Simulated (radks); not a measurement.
Q: All-electron atom: the antimony ion Sb33+ in [Ar] (the NIST ground configuration). All-electron calculation, Dirac Kohn-Sham, LDA (Slater exchange, Perdew-Wang correlation), spin-unpolarised, spherical densities, point nucleus. Program: a radial shooting solver on a logarithmic mesh with Libxc functionals. Some entries of the table are withheld. Estimate them.

| orbital | occ. | eigenvalue (eV) | <r^2> (bohr^2) |
|---|---|---|---|
| 1s1/2 | 2 | -31977.53 | 0.001096 |
| 2s1/2 | 2 | -6293.708 | 0.01733 |
| 2p1/2 | 2 | (1) | 0.01283 |
| 2p3/2 | 4 | (2) | 0.01406 |
| 3s1/2 | 2 | -2318.108 | 0.1035 |
| 3p1/2 | 2 | -2215.066 | 0.09563 |
| 3p3/2 | 4 | -2154.786 | 0.1011 |

A: 
(1) 2p1/2 eigenvalue (eV): -6013.933
(2) 2p3/2 eigenvalue (eV): -5758.536
